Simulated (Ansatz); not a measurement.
C$_{2}$H$_{7}$GeNSi, SMILES `[GeH3][NH]C1=C[SiH2]1`. The species carries charge 0 and has multiplicity 1. All single points use the PBE0-D4/def2-TZVP geometry. It is one conformer, not always the lowest.

```xyz
12

Ge   -1.589    1.516   -0.104
N    -1.002   -0.232    0.042
C     0.305   -0.571    0.046
C     1.498    0.047   -0.034
Si    1.701   -1.727    0.120
H    -1.089    2.108   -1.430
H    -3.121    1.441   -0.065
H    -1.037    2.334    1.074
H    -1.664   -0.985    0.121
H     1.857    1.063   -0.134
H     2.046   -2.606   -1.029
H     2.096   -2.389    1.392
```

(1) What is the dipole moment at B3LYP/def2-TZVPP? (An estimate is asked.)

(2) And with PBE, r2SCAN, ωB97M-V? (Estimate.)

(3) Give the Mulliken charges with B3LYP, ωB97M-V, PBE in def2-TZVPP. (Best estimate.)

## Answers

(1) The calculation gave: 1.88 D, with components (-1.84, 0.39, 0.00) D in this frame, pointing from negative to positive charge.

(2) Ansatz gave: PBE 2.03 D, r2SCAN 2.00 D, ωB97M-V 1.86 D.

(3) Computed: 
| atom | B3LYP | ωB97M-V | PBE |
| --- | --- | --- | --- |
| Ge1 | 0.19 | 0.15 | 0.16 |
| N2 | -0.31 | -0.34 | -0.25 |
| C3 | 0.03 | 0.02 | 0.04 |
| C4 | -0.28 | -0.29 | -0.24 |
| Si5 | 0.27 | 0.23 | 0.19 |
| H6 | 0.00 | 0.02 | 0.00 |
| H7 | 0.00 | 0.02 | 0.00 |
| H8 | 0.00 | 0.02 | 0.00 |
| H9 | 0.15 | 0.13 | 0.16 |
| H10 | 0.12 | 0.12 | 0.10 |
| H11 | -0.09 | -0.05 | -0.08 |
| H12 | -0.09 | -0.05 | -0.08 |

B3LYP here is the variant with VWN-RPA as its local correlation; programs differ in this.
